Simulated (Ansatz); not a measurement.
`CC[SiH2]Br` and `ClC[SiH2]Br` differ in one atom or group.

Ansatz, PBE0-D4/def2-TZVP geometries, multiplicity 1. Each molecule was computed in one conformer, which needn't be the lowest.

Scalar relativity is left out up to krypton.

| property | `CC[SiH2]Br` |
| --- | --- |
| HOMO energy (PBE/def2-TZVPP) / eV | -6.88 |
| HOMO–LUMO gap (PBE/def2-TZVPP) / eV | 6.05 |
| HOMO energy (ωB97M-V/def2-TZVPP) / eV | -10.34 |
| LUMO energy (B3LYP/def2-TZVPP) / eV | -0.17 |
| HOMO energy (B3LYP/def2-TZVPP) / eV | -7.90 |
| size of the dipole moment (B3LYP/def2-TZVPP) / D | 2.09 |

Task: What does the change do to each property? (Best estimate.)

Result: The calculation gave: 
| property | `ClC[SiH2]Br` | shift |
| --- | --- | --- |
| HOMO energy (PBE/def2-TZVPP) / eV | -6.90 | -0.02 |
| HOMO–LUMO gap (PBE/def2-TZVPP) / eV | 5.68 | -0.37 |
| HOMO energy (ωB97M-V/def2-TZVPP) / eV | -10.45 | -0.11 |
| LUMO energy (B3LYP/def2-TZVPP) / eV | -0.51 | -0.34 |
| HOMO energy (B3LYP/def2-TZVPP) / eV | -7.98 | -0.08 |
| size of the dipole moment (B3LYP/def2-TZVPP) / D | 2.20 | 0.11 |

With PBE0 the HOMO falls by 0.08 eV and the LUMO falls by 0.34 eV, so the gap narrows by about 0.26 eV. PBE moves the HOMO by -0.02 eV and ωB97M-V by -0.11 eV. Dipoles are sizes alone; their direction can turn.

B3LYP here is the variant with VWN-RPA as its local correlation; programs differ in this.

Spin–orbit coupling is left out; it splits and shifts lone-pair levels of the heavy atoms by tenths of an eV.
